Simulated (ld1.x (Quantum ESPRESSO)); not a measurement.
## Co, TM semilocal: configuration errors across variants

* Element: Co
* Generator: ld1.x (Quantum ESPRESSO) 7.5
* Type: norm-conserving Troullier–Martins (semilocal form)
* Functional: LDA (PZ)
* Relativity: scalar-relativistic
* Frozen core: [Ar]
* Valence charge: 9
* Reference configuration: 3d7 4s1 4p1
* Partial waves: 4s (bound): rc 1.85 bohr; 3d (bound): rc 1.40 bohr; 4f channel at 0.15 Ry: rc 3.55 bohr; 4p (bound): rc 3.30 bohr
* Local potential: the p channel
* Core correction: a·sin(br)/r model core inside 1.40 bohr

All-electron excitation energies from the reference (eV): (1) 3d7 4s2 4p0 -4.429; (2) 3d7 4s1 4p0 4.867; (3) 3d7 4s0 4p0 21.952; (4) 3d7 4s0 4p1 10.319; (5) 3d7 4s0 4p2 4.716; (6) 3d6 4s0 4p0 58.140; (7) 3d7 4s1 4p1 spin -2.992; (8) 3d7 4s2 4p0 spin -6.412.

Spin tests fill each open shell by Hund’s rule, majority spin first.

In the semilocal form every listed channel keeps its own potential, so the choice of the local channel does not act on these tests. It acts once the file is put into the separable form.

A semilocal file is local in each channel, so a ghost entry of none says nothing of the separable form that plane-wave codes build from it.

Tests that are not counted but printed errors over 1 eV. “base”: 3d8 4s1 4p0 (pseudo-atom not self-consistent, printed error -471 eV). “wave 4f channel at 0.15 Ry: rc 3.55 bohr becomes 4f channel at 0.15 Ry: rc 3.38 bohr”: 3d8 4s1 4p0 (pseudo-atom not self-consistent, printed error -471 eV). “core correction a·sin(br)/r model core inside 0.98 bohr”: 3d8 4s1 4p0 (solver errors, printed error -530 eV). “local potential the d channel”: 3d8 4s1 4p0 (pseudo-atom not self-consistent, printed error -413 eV).

2 further variants failed, have other tests or too few solved ones, and are left out.

Errors AE − PS in meV (a dash: test not solved or not reliable):

| change | (1) | (2) | (3) | (4) | (5) | (6) | (7) | (8) | bound ghosts |
| --- | --- | --- | --- | --- | --- | --- | --- | --- | --- |
| base | +1.1 | -3.3 | -31 | +0.4 | +1.4 | -183 | +1130 | +1178 | none |
| wave 4s (bound): rc 1.85 bohr becomes 4s (bound): rc 2.50 bohr | +0.7 | -3.1 | -32 | -0.5 | +0.5 | -203 | +1134 | +1177 | none |
| wave 4f channel at 0.15 Ry: rc 3.55 bohr becomes 4f channel at 0.15 Ry: rc 3.38 bohr | +1.1 | -3.3 | -31 | +0.4 | +1.4 | -183 | +1130 | +1178 | none |
| all radii but the core radius scaled by about 1.25 (s 2.32, p 4.12, d 1.74, f 4.44 bohr) | +4.2 | -5.1 | -34 | +7.9 | +5.5 | -267 | +970 | +996 | none |
| core correction a·sin(br)/r model core inside 0.98 bohr | +0.9 | -3.4 | -32 | 0.0 | +1.3 | -200 | +314 | +338 | none |
| local potential the d channel | +1.1 | -3.3 | -31 | +0.4 | +1.4 | -183 | +1130 | +1178 | none |
| wave 4p (bound): rc 3.30 bohr becomes 4p (bound): rc 4.16 bohr | +4.1 | -5.8 | -42 | +7.0 | +5.6 | -219 | +1133 | +1181 | none |

(1) Give the same row for: form changed from semilocal to separable (Kleinman–Bylander), still TM; local potential all-electron potential smoothed inside 1.70 bohr (lloc = -1).

Results:

(1) +2.0, -2.4, -31, +1.4, +1.7, -182, +1132, +1190; bound ghosts: none.
